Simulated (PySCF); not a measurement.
Isomers of C6H12O2.

All values: PBE0/def2-SVPD (PySCF) at GFN2-xTB geometries, gas phase, one conformer each. Core orbitals are frozen in the response; Δα² is half the sum of the squared differences of the principal polarisabilities.

(1) Rank by dipole moment, highest first.
A. `[CH3:1][CH:2]([CH3:3])[C@H:4]([CH3:5])[O:6][CH:7]=[O:8]` with C1–C2–C4–C5 -174°, C2–C4–O6–C7 -150°, C4–O6–C7–O8 0°
B. `[CH3:1][C:2](=[O:3])[O:4][C:5]([CH3:6])([CH3:7])[CH3:8]` with C1–C2–O4–C5 -179°
C. `[CH3:1][CH2:2][CH2:3][C@H:4]([CH3:5])[C:6](=[O:7])[OH:8]` with C1–C2–C3–C4 179°, C2–C3–C4–C5 -172°, C3–C4–C6–O7 35°, C4–C6–O8–H -177° (2-methylpentanoic acid)
D. `[CH3:1][C:2](=[O:3])[O:4][CH2:5][CH:6]([CH3:7])[CH3:8]` with C1–C2–O4–C5 -178°, C2–O4–C5–C6 82°, O4–C5–C6–C7 62° (isobutyl acetate)

(2) Rank by HOMO–LUMO gap, lowest first.
A. `[CH3:1][CH2:2][CH2:3][C@@H:4]([CH:5]=[O:6])[O:7][CH3:8]` with C1–C2–C3–C4 -178°, C2–C3–C4–C5 74°, C3–C4–C5–O6 -86°, C3–C4–O7–C8 169°
B. `[CH3:1][CH2:2][C:3](=[O:4])[O:5][CH:6]([CH3:7])[CH3:8]` with C1–C2–C3–O4 0°, C2–C3–O5–C6 179°, C3–O5–C6–C7 -83°
C. `[CH3:1][CH2:2][CH2:3][C@H:4]([CH3:5])[C:6](=[O:7])[OH:8]` with C1–C2–C3–C4 179°, C2–C3–C4–C5 -172°, C3–C4–C6–O7 35°, C4–C6–O8–H -177°

## Answers

(1) A (2.34 D), B (2.00 D), D (1.83 D), C (1.66 D).

(2) A (6.25 eV), C (8.19 eV), B (8.31 eV).

All values together:

```csv
SMILES,μ (D),HOMO (eV),LUMO (eV),α (Å³),Δα (Å³)
CC(=O)OC(C)(C)C,2.00,-7.74,0.35,11.83,2.47
CCC[C@@H](C=O)OC,1.82,-7.29,-1.04,12.03,2.97
CCC[C@H](C)C(=O)O,1.66,-8.07,0.12,11.89,2.20
CC[C@@H](C)C(=O)OC,1.74,-7.98,0.27,11.86,2.34
CC(C)[C@H](C)OC=O,2.34,-8.26,0.11,11.81,2.13
CC(=O)OCC(C)C,1.83,-8.00,0.29,11.88,3.18
CCC(=O)OC(C)C,1.90,-7.94,0.37,11.92,3.66
```

Conformers: `[CH3:1][C:2](=[O:3])[O:4][C:5]([CH3:6])([CH3:7])[CH3:8]` with C1–C2–O4–C5 -179°; `[CH3:1][CH2:2][CH2:3][C@@H:4]([CH:5]=[O:6])[O:7][CH3:8]` with C1–C2–C3–C4 -178°, C2–C3–C4–C5 74°, C3–C4–C5–O6 -86°, C3–C4–O7–C8 169°; `[CH3:1][CH2:2][CH2:3][C@H:4]([CH3:5])[C:6](=[O:7])[OH:8]` with C1–C2–C3–C4 179°, C2–C3–C4–C5 -172°, C3–C4–C6–O7 35°, C4–C6–O8–H -177°; `[CH3:1][CH2:2][C@@H:3]([CH3:4])[C:5](=[O:6])[O:7][CH3:8]` with C1–C2–C3–C4 175°, C2–C3–C5–O6 -50°, C3–C5–O7–C8 179°; `[CH3:1][CH:2]([CH3:3])[C@H:4]([CH3:5])[O:6][CH:7]=[O:8]` with C1–C2–C4–C5 -174°, C2–C4–O6–C7 -150°, C4–O6–C7–O8 0°; `[CH3:1][C:2](=[O:3])[O:4][CH2:5][CH:6]([CH3:7])[CH3:8]` with C1–C2–O4–C5 -178°, C2–O4–C5–C6 82°, O4–C5–C6–C7 62°; `[CH3:1][CH2:2][C:3](=[O:4])[O:5][CH:6]([CH3:7])[CH3:8]` with C1–C2–C3–O4 0°, C2–C3–O5–C6 179°, C3–O5–C6–C7 -83°.
